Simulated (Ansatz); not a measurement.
Stepwise reaction of `[OH][Al-]1([OH])[O]C(C(F)(F)F)=CC(C(F)(F)F)=[O+]1` with hydrogen fluoride, as a gas-phase model of exchange steps in deposition or etching. ΔE in kJ/mol.

Isolated molecules relaxed with PBE0-D4/def2-TZVP in Ansatz; ΔE leaves out vibrations. CCSD(T)/CBS adds triple-zeta CCSD(T) − MP2 to the extrapolated MP2 energy (def2 sets, frozen cores). This one scheme is used for every species. DFT in def2-TZVPP. B3LYP here is the variant with VWN-RPA as its local correlation; programs differ in this. One conformer a species, not always the lowest.

```csv
step,reaction,PBE-D4,B3LYP-D4,ωB97M-V,CCSD(T)/CBS
1,`[OH][Al-]1([OH])[O]C(C(F)(F)F)=CC(C(F)(F)F)=[O+]1` + H–F → `[OH][Al-]1([F])[O]C(C(F)(F)F)=CC(C(F)(F)F)=[O+]1` + H₂O,-56.3,-58.5,-58.4,-58.6
```

Give the row of step 2, `[OH][Al-]1([F])[O]C(C(F)(F)F)=CC(C(F)(F)F)=[O+]1` + H–F → `FC(F)(F)C1=CC(C(F)(F)F)=[O+][Al-]([F])([F])[O]1` + H₂O. (Estimate.)

Ansatz gave: 
| step | reaction | PBE-D4 | B3LYP-D4 | ωB97M-V | CCSD(T)/CBS |
| --- | --- | --- | --- | --- | --- |
| 2 | `[OH][Al-]1([F])[O]C(C(F)(F)F)=CC(C(F)(F)F)=[O+]1` + H–F → `FC(F)(F)C1=CC(C(F)(F)F)=[O+][Al-]([F])([F])[O]1` + H₂O | -44.7 | -45.4 | -45.7 | -45.6 |

By hand: ΔE of the 2 steps together at CCSD(T)/CBS.

(-58.6) + (-45.6) = -104.2 kJ/mol, or -52.1 kJ/mol a step.

In ΔE each step is higher than the one before. All are downhill at CCSD(T)/CBS. PBE-D4 differs from CCSD(T)/CBS by 0.9 to 2.3 kJ/mol a step. Isolated molecules leave out the surface, adducts and barriers. Largest T1 diagnostic: 0.015.
